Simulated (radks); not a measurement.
All-electron atom: Si3+ in [Ne] 3p1 (not the ground configuration).

Calculated with a radial shooting solver on a logarithmic mesh with Libxc functionals: Dirac Kohn-Sham, LDA (Slater exchange, Perdew-Wang correlation), spin-unpolarised, spherical densities, point nucleus; open shells fill j = l - 1/2 first.

Energy parts (eV):
total: -7792.556
kinetic: 7809.452
electron-nucleus: -18231.250
Hartree: 3138.075
exchange-correlation: -508.833

Orbitals (lengths in bohr, moments of r in powers of bohr; r(max) is where P^2 peaks):
| orbital | occ. | eigenvalue (eV) | r(max) | small-component weight |
|---|---|---|---|---|
| 1s1/2 | 2 | -1817.214 | 0.07284 | 2.44e-03 |
| 2s1/2 | 2 | -176.3493 | 0.4553 | 3.49e-04 |
| 2p1/2 | 2 | -133.6970 | 0.3850 | 3.30e-04 |
| 2p3/2 | 4 | -133.0434 | 0.3867 | 3.28e-04 |
| 3p1/2 | 1 | -31.6329 | 1.779 | 5.31e-05 |
| 3p3/2 | 0 | -31.5655 | 1.784 | 5.29e-05 |

The highest occupied level is 3p1/2 at -31.633 eV. Summed over all electrons, <r^2> = 7.725 bohr^2, which gives a Langevin (diamagnetic) susceptibility term of -6.12 x 10^-6 cm^3/mol. The density falls to 0.001 e/bohr^3 at r = 3.24 bohr.
